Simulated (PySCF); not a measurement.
# Hf (hafnium, neutral) across methods

[Xe] 4f14 5d4, high-spin 5D determinant (an excited configuration). Calculation: PySCF 2.14, in ANO-RCC-VTZP (8s7p5d3f2g1h, 104 functions); the spin-free X2C one-electron Hamiltonian (Gaussian nucleus).

```
method   E (hartree)  mean ε 4f α (eV)  mean ε 4f β (eV)  mean ε 5d α (eV)  Σ⟨r²⟩ (bohr²)   ⟨S²⟩
   UHF  -15072.72864           -27.219           -27.102            -4.392          65.03  6.009
  PBE0     -15077.73           -17.083           -16.864            -2.393          65.58  6.003
   LDA     -15068.06           -13.970           -13.728            -1.758          66.43  6.001
   PBE     -15077.99           -13.584           -13.358            -1.614          66.37  6.002
r2SCAN     -15078.04           -13.475           -13.222            -1.651          65.57  6.004
```

Spin-orbit coupling, absent here, splits the open shell strongly.
